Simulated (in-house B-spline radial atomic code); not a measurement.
Checks on a self-consistent run for Ba7+, [He] 2s1 2p6 3s2 3p6 3d10 4s2 4p6 4d10 5s2 5p2. Computed with a B-spline radial code for spherical atoms: Dirac-Hartree-Fock, average of configuration, Fermi nucleus of rms radius 4.8378 fm.

| orbital | q | ε (Eh) | <1/r> | <r²> | small-component weight |
| --- | --- | --- | --- | --- | --- |
| 1s1/2 | 2 | -1394.46267 | 60.7004 | 0.000888207 | 0.042806 |
| 2s1/2 | 1 | -231.01315 | 14.3073 | 0.0141231 | 0.0093073 |
| 2p1/2 | 2 | -217.22428 | 14.2915 | 0.0103028 | 0.0093453 |
| 2p3/2 | 4 | -202.95274 | 13.0514 | 0.0115479 | 0.0088301 |
| 3s1/2 | 2 | -53.69016 | 5.25059 | 0.0942459 | 0.0029407 |
| 3p1/2 | 2 | -48.21988 | 5.12721 | 0.088843 | 0.0028356 |
| 3p3/2 | 4 | -45.33158 | 4.82015 | 0.0960895 | 0.0026974 |
| 3d3/2 | 4 | -35.70809 | 4.69124 | 0.0781603 | 0.0025829 |
| 3d5/2 | 6 | -35.08009 | 4.61114 | 0.0802334 | 0.0025407 |
| 4s1/2 | 2 | -14.05227 | 2.14667 | 0.488701 | 0.00087566 |
| 4p1/2 | 2 | -11.89113 | 2.03952 | 0.522654 | 0.00080603 |
| 4p3/2 | 4 | -11.26639 | 1.946 | 0.559819 | 0.00076633 |
| 4d3/2 | 4 | -7.60288 | 1.74449 | 0.654803 | 0.00063783 |
| 4d5/2 | 6 | -7.48939 | 1.71929 | 0.670184 | 0.00062544 |
| 5s1/2 | 2 | -4.45206 | 0.900996 | 2.4048 | 0.00022441 |
| 5p1/2 | 0.66667 | -3.84982 | 0.834633 | 2.76828 | 0.00019894 |
| 5p3/2 | 1.3333 | -3.73095 | 0.805697 | 2.92907 | 0.00019002 |

Electron-electron repulsion V_ee = 2709.9454 hartree.

What total energy follows from the eigenvalues?

The eigenvalues count the repulsion twice, so E = Σqε - V_ee = -5193.403 - 2709.945 = -7903.348 hartree; the run printed -7903.348.

Does the Dirac virial theorem hold?

For a point nucleus E = -2c²Σq·w, with w the small-component weight. Here Σq·w = 0.21042 and c = 137.0360, so the ratio E/(-2c²Σq·w) is 1.000073; the finite nucleus accounts for the departure from 1.

What diamagnetic shielding (Lamb formula) and susceptibility (Langevin formula) do the radii give?

σ = (α²/3)Σq<1/r> = 339.848/(3·137.036²) = 6032.5 ppm, and χ = -0.79199×10⁻⁶·Σq<r²> = -18.29×10⁻⁶ cm³/mol with Σq<r²> = 23.09 bohr². Both are non-relativistic formulas without the paramagnetism of open shells; for so heavy an element the full relativistic shielding is larger by tens of per cent.
